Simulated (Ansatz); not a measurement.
Two isomers of CH5NOSi: A = `OC1N[SiH2]1`, B = `NC(=O)[SiH3]`.

Calculated with Ansatz (gas phase, PBE0-D4/def2-TZVP geometries, no zero-point term in ΔE). CBS: MP2 limit from def2 TZ/QZ plus the TZ coupled-cluster correction, frozen cores. Functionals use def2-TZVPP. B3LYP here is the variant with VWN-RPA as its local correlation; programs differ in this. Each species was taken in one conformer, which may not be the lowest.

(1) Which is lower in electronic energy at CCSD(T)/CBS, and by how much? (An estimate is asked.)

(2) Give E(B) − E(A) in kJ/mol with CCSD/def2-TZVPP, HF/def2-TZVPP, PBE0-D4, ωB97M-V, CCSD(T)/def2-SVP, B3LYP, B3LYP-D4. (An estimate is asked.)

(3) Does the order hold for the free energy at 298.15 K (harmonic terms from PBE0-D4)? (An estimate is asked.)

Largest T1 diagnostic: 0.016.

Results:

(1) The calculation gave: B, by 119.0 kJ/mol.

(2) The calculation gave: CCSD/def2-TZVPP -122.7, HF/def2-TZVPP -152.1, PBE0-D4 -122.0, ωB97M-V -121.4, CCSD(T)/def2-SVP -148.1, B3LYP -139.1, B3LYP-D4 -138.5. None reverses the order clearly.

(3) Computed: Yes: G(B) − G(A) = -129.0 kJ/mol, for one conformer each.

From PBE to PBE0 (25 % exact exchange), in def2-TZVPP and without D4, E(B) − E(A) moves by +7.0 kJ/mol. In def2-TZVPP, CCSD(T) changes the Hartree–Fock value by +28.8 kJ/mol (the triples alone add −0.6 kJ/mol) and MP2 by +33.3 kJ/mol.
